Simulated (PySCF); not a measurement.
Bond length, frequency and bond energy of SrF by level of theory

State: ²Σ⁺ (doublet), unpaired electrons σ ↑. Set-up: Sr def2-SVPD with ECP28, F def2-SVPD; scalar-relativistic core potentials (PySCF 2.14). De refers to Sr + F in their high-spin ground configurations, without counterpoise correction. The functionals are run spin-unrestricted. A positive dipole means Sr(−)F(+).

| Level | Re (Å) | ωe (cm⁻¹) | De (eV) | μ (D) |
| --- | --- | --- | --- | --- |
| UHF | 2.146 | 494 | 4.18 | -3.42 |
| UHF-MP2 | 2.139 | 496 | 5.87 | n/a |
| UHF-SCS-MP2 | 2.143 | 494 | 5.62 | n/a |
| UHF-CCSD | 2.138 | 501 | 5.40 | n/a |
| UHF-CCSD(T) | 2.139 | 499 | 5.48 | n/a |
| PBE | 2.117 | 493 | 5.77 | -3.65 |
| revPBE | 2.129 | 482 | 5.59 | -3.58 |
| r²SCAN | 2.114 | 503 | 5.82 | -3.62 |
| PBE0 | 2.112 | 504 | 5.49 | -3.60 |
| M06 | 2.117 | 499 | 5.28 | -3.84 |
| HSE06 | 2.112 | 504 | 5.49 | -3.72 |
| B2PLYP | 2.129 | 494 | 5.52 | -3.89 |

The bond length runs from 2.112 Å (PBE0) to 2.146 Å (UHF). De spans 4.18 eV (UHF, mean field) to 5.87 eV (UHF-MP2, perturbation theory). Correlation at CCSD(T) changes the Hartree–Fock bond energy by +1.30 eV; the triples alone change it by +0.08 eV.

Correlated steps freeze 1 core orbital. Correlated levels converge slowly with the basis: in double zeta they bind strong bonds too weakly, by up to about 1 eV, and carry superposition errors of some tenths. Spin–orbit coupling is left out. B2PLYP dipoles, levels and charges come from its SCF part alone. The state was picked by a PBE0 search and need not be the measured ground state.

The whole job (state search and all levels along the bond) took about 3.7 min on 1 thread of Arm Neoverse V1 (shared host), peak memory 0.62 GiB.
